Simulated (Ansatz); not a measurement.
The cluster Be7O8, 15 atoms. Hardware: 4 threads of Arm Neoverse V2 on a shared host.

Correlated methods freeze 8 core orbitals.

Task: How many basis functions does each of these Ansatz runs have, and roughly what does it cost? PBE-D4/def2-SVP, charge 0 singlet, energy, from earlier orbitals; PBE-D4/def2-TZVP, charge 0 triplet at the geometry of the charge 0 singlet, energy, from earlier orbitals; PBE0-D4/def2-TZVP, charge 0 triplet at the geometry of the charge 0 singlet, energy; r2SCAN0-D4/def2-TZVP, charge 0 singlet, energy, from earlier orbitals; r2SCAN-D4/def2-TZVP, charge 0 triplet at the geometry of the charge 0 singlet, energy, from earlier orbitals; CCSD(T)/def2-SVP, charge 0 singlet, energy, from earlier orbitals; PBE-D4/def2-TZVP, charge 1 doublet at the geometry of the charge 0 singlet, energy, from earlier orbitals; PBE0-D4/def2-TZVP, charge 0 singlet, energy, from earlier orbitals; HF/6-31G, charge 0 singlet, energy; PBE0-D4/def2-TZVP, charge 1 doublet at the geometry of the charge 0 singlet, energy; B3LYP-D4/6-31G, charge 0 singlet, energy; LC-ωPBE/def2-TZVP, charge 1 doublet at the geometry of the charge 0 singlet, energy, from earlier orbitals.

Result: Other jobs shared the machine, so times can vary by a factor of up to 3. A dash marks memory too small to be measured apart from the calling script's.

```csv
run,functions,fitting or Cholesky vectors,wall time,peak host memory (GiB)
"HF/6-31G, charge 0 singlet, energy",135,1478,1.4 s,–
"B3LYP-D4/6-31G, charge 0 singlet, energy",135,1478,4.1 s,–
"PBE-D4/def2-SVP, charge 0 singlet, energy, from earlier orbitals",175,2082,4.2 s,–
"PBE0-D4/def2-TZVP, charge 0 singlet, energy, from earlier orbitals",381,2195,18 s,1.9
"PBE-D4/def2-TZVP, charge 0 triplet at the geometry of the charge 0 singlet, energy, from earlier orbitals",381,2195,20 s,1
"r2SCAN0-D4/def2-TZVP, charge 0 singlet, energy, from earlier orbitals",381,2195,23 s,1.9
"PBE-D4/def2-TZVP, charge 1 doublet at the geometry of the charge 0 singlet, energy, from earlier orbitals",381,2195,24 s,1
"r2SCAN-D4/def2-TZVP, charge 0 triplet at the geometry of the charge 0 singlet, energy, from earlier orbitals",381,2195,39 s,1.1
"PBE0-D4/def2-TZVP, charge 0 triplet at the geometry of the charge 0 singlet, energy",381,2195,54 s,2
"LC-ωPBE/def2-TZVP, charge 1 doublet at the geometry of the charge 0 singlet, energy, from earlier orbitals",381,2195,64 s,3.2
"PBE0-D4/def2-TZVP, charge 1 doublet at the geometry of the charge 0 singlet, energy",381,2195,80 s,2.1
"CCSD(T)/def2-SVP, charge 0 singlet, energy, from earlier orbitals",175,1908,5.5 min,3.3
```
